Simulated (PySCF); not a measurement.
PySCF 2.14 output of an unrestricted BP86 calculation on a single atom or ion in 6-31G* (5s4p3d, 32 functions), with the non-relativistic Hamiltonian (point nucleus):

```
SCF conv_tol = 1e-09
number electrons alpha = 10  beta = 9
    A. D. Becke.,  Phys. Rev. A 38, 3098 (1988)
    J. P. Perdew.,  Phys. Rev. B 33, 8822 (1986)
cycle= 1 E= -677.3518590103  delta_E= -0.000935  |g|= 0.000933  |ddm|= 0.201
cycle= 2 E= -677.351860870585  delta_E= -1.86e-06  |g|= 5.7e-05  |ddm|= 0.0126
cycle= 3 E= -677.351860877864  delta_E= -7.28e-09  |g|= 6.11e-06  |ddm|= 0.000738
cycle= 4 E= -677.351860877898  delta_E= -3.37e-11  |g|= 6.78e-07  |ddm|= 3.39e-05
converged SCF energy = -677.351860877898  <S^2> = 0.7500663  2S+1 = 2.0000663
```

The run itself started from symmetry-adapted Hartree-Fock orbitals and held the occupation by maximum overlap, on a logarithmic radial grid, so the iterations belong to that start.

Question: Which element, charge and spin multiplicity is this?

Answer: Ca⁺ (calcium, charge +1), multiplicity 2; the state was [Ar] 4s1, 2S determinant.
